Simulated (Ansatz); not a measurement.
Geometry optimisation, Ansatz, RHF/def2-SVP.

Input file:

```yaml
crystal:
  periodic: [false, false, false]
  atoms:
    - { symbol: W, position_ang: [0.257064, 0.299989, -0.562807] }
    - { symbol: H, position_ang: [0.304932, 0.386787, 2.366222] }
    - { symbol: O, position_ang: [1.733077, -0.115704, 0.450134] }
    - { symbol: H, position_ang: [1.999379, -1.008767, 0.637609] }
    - { symbol: Cl, position_ang: [0.630486, 2.683167, -0.304565] }
    - { symbol: Cl, position_ang: [-3.405927, -0.606286, 0.587638] }
    - { symbol: Cl, position_ang: [-0.251579, -2.066894, -0.583087] }
    - { symbol: Cl, position_ang: [0.157821, 0.464722, -2.834593] }
    - { symbol: Br, position_ang: [-2.016218, 1.046598, 0.400898] }
    - { symbol: H, position_ang: [-0.383335, 0.425889, 2.536853] }
basis:
  gaussian: { orbitals: def2-SVP }
hamiltonian:
  xc: hf
relax:
  f_tol: 0.03
  max_steps: 50
```

Run as:

```bash
$ ansatz run input.yaml --threads 4 --pin off --max-ram 5120MiB --backend cpu --events-out ev --progress --plain --runs-dir out
```

**Question.** Where does it end, and by what steps?

**Answer.** The run converged. The force dipped under the threshold on the way, but the program's further checks kept it going. After 16 steps the energy has fallen by 0.262 eV; H10 moved furthest, 1.29 Å.

| step | energy less start (eV) | largest force component (eV/Å) | accepted |
| --- | --- | --- | --- |
| 0 | 0.0000 | 1.443 | yes |
| 1 | -0.1312 | 0.144 | yes |
| 2 | -0.1808 | 0.113 | yes |
| 3 | -0.2127 | 0.110 | yes |
| 4 | -0.2385 | 0.130 | yes |
| 5 | -0.2469 | 0.346 | yes |
| 6 | -0.2519 | 0.140 | yes |
| 7 | -0.2544 | 0.178 | yes |
| 8 | -0.2554 | 0.346 | yes |
| 9 | -0.2590 | 0.105 | yes |
| 10 | -0.2598 | 0.140 | yes |
| 11 | -0.2604 | 0.079 | yes |
| 12 | -0.2608 | 0.030 | yes |
| 13 | -0.2611 | 0.013 | yes |
| 14 | -0.2612 | 0.068 | yes |
| 15 | -0.2615 | 0.031 | yes |
| 16 | -0.2616 | 0.012 | yes |

```xyz
10
Properties=species:S:1:pos:R:3
W 0.234 0.290 -0.920
H 0.400 0.477 3.254
O 1.482 -0.077 0.357
H 1.799 -0.915 0.675
Cl 0.468 2.711 -0.810
Cl -3.379 -0.582 0.462
Cl -0.337 -2.052 -1.041
Cl 0.445 0.369 -3.205
Br -2.020 1.072 0.148
H -0.067 0.215 3.774
```

The run took 87 s on 4 threads of Arm Neoverse V2, with other jobs on the host, peak memory 0.66 GiB.
